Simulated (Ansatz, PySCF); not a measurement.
Te(I)(Et) (C₂H₅ITe), SMILES I[Te]CC.

Geometry: PBE0-D3(BJ)/def2-SVP. The def2 effective core potentials stand for the cores of I, Te; spin–orbit coupling is left out. The values are those of a single conformer.

Vertical ionisation energy (IE) and electron affinity (EA) in eV. Rows of orbital energies are one-electron estimates. Where ΔSCF, EOM or ADC give a negative EA the extra electron is unbound and the value depends on the basis.

| level | IE | EA |
|---|---|---|
| −ε(HOMO), −ε(LUMO), B3LYP/def2-TZVP (PySCF) | 5.84 | 2.76 |
| −ε(HOMO), −ε(LUMO), PBE/def2-TZVP (PySCF) | 5.02 | 3.30 |
| ΔSCF, CAM-B3LYP/def2-SVPD (Ansatz), final states of multiplicity 2 and 2 | 8.09 | 1.04 |
| ΔSCF, PBE/def2-SVPD (Ansatz), final states of multiplicity 2 and 2 | 7.76 | 1.01 |

### Question
What vertical singlet–triplet gap does ΔSCF give with CAM-B3LYP/def2-SVPD (Ansatz, a first-principles code) and with PBE/def2-SVPD (Ansatz)? (Estimate from the structure and the level; the computed values follow.)

### Answer
1.64 and 1.47 eV (triplet above singlet where positive).
